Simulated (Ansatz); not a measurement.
One geometry of SrS2⁺, several levels of theory.

```yaml
crystal:
  periodic: [false, false, false]
  atoms:
    - {symbol: Sr, position_ang: [-0.628073, -0.882001, -1.130681]}
    - {symbol: S, position_ang: [-0.624886, 0.459794, 1.072236]}
    - {symbol: S, position_ang: [1.252959, 0.422207, 0.058444]}
basis:
  gaussian: {orbitals: def2-TZVPP, initial_orbitals: start.molden}
total_charge: 1
magnetization: {spin_polarized: true, initial_magnetization: 1}
correlation: {method: ccsd_t}
scf: {omitted_lower_state_checks: [starts, cluster_reference]}
output: {orbitals: {seedname: orbitals}}
```

The file start.molden holds the orbitals of an earlier run on this structure, at another level or in another basis.

```sh
$ ansatz run in.yaml --threads 4 --pin off --events-out ev --progress --plain --max-ram 3916MiB
```

Output, abridged:

```
Functional definition: HF
  name "HF"
  cite "Fock, Z. Phys. 61, 126 (1930) doi:10.1007/BF01340294"
  parent pbe
  exchange = exact_x
  correlation = 0
these checks for a lower state are left out or cut short: starts, cluster_reference
732 factors; integrals over basis functions are off by at most 9.7e-4 eV
mean field evaluation 1: about -22456.8746 eV, gradient 2.1e1 eV
mean field evaluation 2: about -22457.4482 eV, gradient 8.3e-1 eV
mean field evaluation 4: about -22457.4953 eV, gradient 1.7e-1 eV
mean field evaluation 8: about -22457.4955 eV, gradient 2.9e-5 eV
mean field -22457.49545714 eV, -825.2977358127 hartree, gradient 1.2e-6 eV, S^2 0.787467; 0 other end points of the search recorded, 0 dependent functions left out
10 core orbitals not correlated: weight in the atoms' cores, before any rotation towards them, 1.000 or more for the frozen orbitals, at most 0.000 for the correlated occupied ones
reference -22457.49545714 eV, -825.2977358127 hartree; 11, 10 occupied and 103, 104 virtual orbitals, 732 factors
second order -14.24961583 eV of doubles, -0.00000000 eV of singles
cycle   1  -14.78730120 eV  change   -5.4e-1 eV  update   9.2e-2
cycle   2  -15.16251500 eV  change   -3.8e-1 eV  update   2.8e-2
cycle   3  -15.24642189 eV  change   -8.4e-2 eV  update   1.4e-2
cycle   4  -15.24059180 eV  change    5.8e-3 eV  update   4.4e-3
cycle   5  -15.23838550 eV  change    2.2e-3 eV  update   2.0e-3
cycle   6  -15.23851525 eV  change   -1.3e-4 eV  update   7.3e-4
cycle   7  -15.23853223 eV  change   -1.7e-5 eV  update   3.3e-4
cycle   8  -15.23860963 eV  change   -7.7e-5 eV  update   1.8e-4
cycle   9  -15.23864039 eV  change   -3.1e-5 eV  update   9.5e-5
cycle  10  -15.23859305 eV  change    4.7e-5 eV  update   4.4e-5
cycle  11  -15.23861263 eV  change   -2.0e-5 eV  update   1.9e-5
cycle  12  -15.23861513 eV  change   -2.5e-6 eV  update   6.7e-6
perturbative correction -0.73500712 eV, -0.0270110136 hartree
Total energy: -22473.46907939 eV, -825.8847556031 hartree
Checks for a lower state left out: starts, cluster_reference
```

It took 4.9 s on 4 threads of Arm Neoverse V2 on a shared host, peak host memory 0.75 GiB.

The first input with `gaussian: {orbitals: def2-TZVP}`, `hamiltonian: {xc: pbe0, dispersion: d4}` and without the key `correlation`, `scf` (abridged; 1.8 s):

```
Functional definition: PBE0
mean field evaluation 16: about -22494.8313 eV, gradient 6.5e-5 eV
mean field -22494.83130469 eV, -826.6698029032 hartree, gradient 2.0e-5 eV, S^2 0.757938; 1 other end points of the search recorded, 0 dependent functions left out
Total energy: -22494.90465016 eV, -826.6724982992 hartree
```

First input, but with `gaussian: {orbitals: def2-TZVP, initial_orbitals: start.molden}`, `hamiltonian: {xc: pbe, dispersion: d4}`, `scf: {omitted_lower_state_checks: [starts]}` and without the key `correlation` (abridged; 1.3 s):

```
Functional definition: PBE
mean field -22493.42156463 eV, -826.6179959112 hartree, gradient 1.8e-5 eV, S^2 0.753472
Total energy: -22493.50899965 eV, -826.6212090891 hartree
Checks for a lower state left out: starts
```

The first input with `gaussian: {orbitals: def2-TZVP, initial_orbitals: start.molden}`, `hamiltonian: {xc: r2scan, dispersion: d4}`, `scf: {omitted_lower_state_checks: [starts]}` and without the key `correlation` (abridged; 2.8 s):

```
Functional definition: r2SCAN
mean field -22501.53677736 eV, -826.9162244785 hartree, gradient 1.3e-5 eV, S^2 0.757371
Total energy: -22501.55228430 eV, -826.9167943482 hartree
Checks for a lower state left out: starts
```

Geometry: PBE0-D4/def2-TZVP, that of the neutral singlet.

In the def2 sets Sr takes a core potential; there is no spin–orbit coupling. Correlated methods freeze 10 core orbitals; core or outer-core shells of Sr are correlated, in sets that lack core-valence functions. The structure comes from a short search, and lower isomers may exist.
